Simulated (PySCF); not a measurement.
CH₇ClFNSi₂.

```xyz
13

C     -3.2398    -1.0913    -0.5772
N     -1.7860    -1.0672    -0.5657
Si    -0.8119     0.2670    -1.0920
Si     1.2679     0.0080    -0.0416
F      2.3034     1.1538    -0.5621
Cl     1.0146     0.2593     2.0034
H     -3.6324    -1.7172     0.2422
H     -3.6747    -1.4649    -1.5253
H     -3.6287    -0.0729    -0.4186
H     -1.3677    -1.9928    -0.5674
H     -1.4522     1.5265    -0.6167
H     -0.5990     0.4043    -2.5726
H      1.9335    -1.3075    -0.2450
```
Charge 0, spin multiplicity 1.

Geometry: B3LYP-D3(BJ)/def2-SVP. The structure was generated by enumeration; whether it is a known compound was not checked. One conformer was computed; it need not be the lowest.

Computed with PBE/pcSseg-1 (PySCF). Non-relativistic, no solvent.

Problem. Give the absolute GIAO shielding of each atom: isotropic value and principal components (ppm). (Estimate from the structure and the level; the computed values follow.)

Solution. 
| atom | σ(iso) | σ11 | σ22 | σ33 | span |
|---|---|---|---|---|---|
| C1 | 143.2 | 118.9 | 128.0 | 182.5 | 63.6 |
| N2 | 255.7 | 216.3 | 240.8 | 309.9 | 93.6 |
| Si3 | 384.6 | 338.4 | 353.4 | 462.1 | 123.7 |
| Si4 | 307.3 | 277.7 | 303.4 | 340.7 | 62.9 |
| F5 | 325.5 | 250.5 | 307.5 | 418.4 | 167.9 |
| Cl6 | 845.1 | 637.3 | 932.8 | 965.2 | 327.9 |
| H7 | 28.2 | 23.4 | 26.1 | 35.2 | 11.8 |
| H8 | 28.3 | 23.2 | 26.1 | 35.5 | 12.3 |
| H9 | 28.8 | 25.0 | 27.1 | 34.3 | 9.3 |
| H10 | 32.2 | 22.5 | 32.0 | 42.0 | 19.5 |
| H11 | 26.4 | 24.5 | 24.9 | 29.9 | 5.4 |
| H12 | 26.0 | 22.2 | 24.4 | 31.6 | 9.4 |
| H13 | 25.0 | 22.5 | 22.6 | 30.0 | 7.5 |
